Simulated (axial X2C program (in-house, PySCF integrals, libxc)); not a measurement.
# Photoelectron levels of KI by EOM-IP-CCSD

Calculated with an in-house all-electron X2C program for linear molecules (integrals from PySCF): two-component X2C with atomic mean-field Coulomb and Gaunt terms, Gaussian nuclei, basis I dyall-cv3z, K dyall-cv3z with contracted cores.

R = 3.515 Å (1.150 times 3.057 Å, the PBE0 minimum at charge 0 for the lowest determinant).

Vertical ionisation energies of KI to the states of KI⁺:

```csv
Ω of KI⁺,vertical IE (eV),above lowest (cm⁻¹),ionised spinor,one-hole weight
3/2,6.966,0,95% I pπ,0.95
1/2,7.159,1555,"48% I pπ, 44% I pσ",0.95
1/2,8.017,8476,"48% I pπ, 46% I pσ",0.94
1/2,17.064,81444,90% I sσ,0.70
```

Q: Take the first Ω = 1/2 and Ω = 3/2 rows of π character: how far apart are they, and which lies lower?

A: E(3/2) − E(1/2) = 0 − 1555 = -1555 cm⁻¹ at EOM-IP-CCSD: inverted, Ω = 3/2 lower. Splittings at this level can be off by ten to twenty per cent.

This point took 11 s on 1 thread of Arm Neoverse V2 (shared host).

Reference electrons by ω block (each with its −ω partner): 1/2: 24, 3/2: 10, 5/2: 2. 16 electrons of KI correlated (inner shells frozen), 88 natural virtual spinors (a truncated set); levels can be off by some tenths of an eV. Roots sought by Ω: (1/2: 4, 3/2: 3, 5/2: 1); the list ends where they run out and leaves out roots under 60 % one-particle weight. The solver can skip a root, and states that need a further excitation, which the method places far too high, are missing though they may lie low or lowest. T1 of the reference 0.004 (Lee–Taylor). Number of frozen shells: I 4 s, 3 p, 2 d; K 2 s, 1 p.
